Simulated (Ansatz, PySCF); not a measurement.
Process, species as SMILES: [S]B(S)S → [S-]B(S)S (an electron is taken up)
Geometries: B3LYP-D3(BJ)/def2-TZVP minima from Ansatz (a quantum-chemistry and plane-wave program), one conformer each, not searched for the lowest.

Quantity: adiabatic electron affinity (0 K, with B3LYP-D3(BJ) harmonic zero-point energies from PySCF), positive where the reaction releases energy, in eV. Valence correlation only, unless marked. Open shells are spin-unrestricted. Spin-orbit coupling is left out. No relativistic terms. Anions need diffuse functions: aug- sets have them; def2-D sets add few; the other sets have none. CBS(X,Y): correlation extrapolated as X^-3; Hartree-Fock from the larger set.

| level | program | adiabatic electron affinity (eV) |
|---|---|---|
| B3LYP/def2-TZVPD | Ansatz | 2.97 |
| PBE0-D3(BJ)/def2-TZVP | Ansatz + dftd3 | 2.79 |
| PBE0-D3(BJ)/def2-TZVPD | Ansatz + dftd3 | 2.91 |
| PBE0-D4/def2-TZVPD | Ansatz + dftd4 | 2.93 |
| r2SCANh/def2-TZVPD | Ansatz | ___ |
| HSE06-D3(BJ)/def2-TZVPD | Ansatz + dftd3 | 2.91 |
| B2GP-PLYP/def2-TZVPD | Ansatz | ___ |
| B2PLYP-D3(BJ)/def2-TZVPD | Ansatz + dftd3 | 2.95 |
| B2PLYP-D4/def2-TZVPD | Ansatz + dftd4 | 2.97 |
| RPA@PBE/cc-pV(T+d)Z | Ansatz | 2.94 |
| SCS-MP2/aug-cc-pV(T+d)Z | Ansatz | 3.05 |
| SCS-MP2/aug-cc-pV(Q+d)Z | Ansatz | 3.13 |
| CCSD/STO-3G | Ansatz | -3.47 |
| CCSD/aug-cc-pV(Q+d)Z | Ansatz | 2.95 |
| CCSD(T) with core electrons (1s frozen past Ne)/cc-pwCVTZ | Ansatz | ___ |
| CCSD(T)/CBS(aug-cc-pV(T+d)Z,aug-cc-pV(Q+d)Z) | Ansatz | 3.13 |

Complete the blanks.


- r2SCANh/def2-TZVPD, adiabatic electron affinity (eV): 2.90
- B2GP-PLYP/def2-TZVPD, adiabatic electron affinity (eV): 2.96
- CCSD(T) with core electrons (1s frozen past Ne)/cc-pwCVTZ, adiabatic electron affinity (eV): 2.78
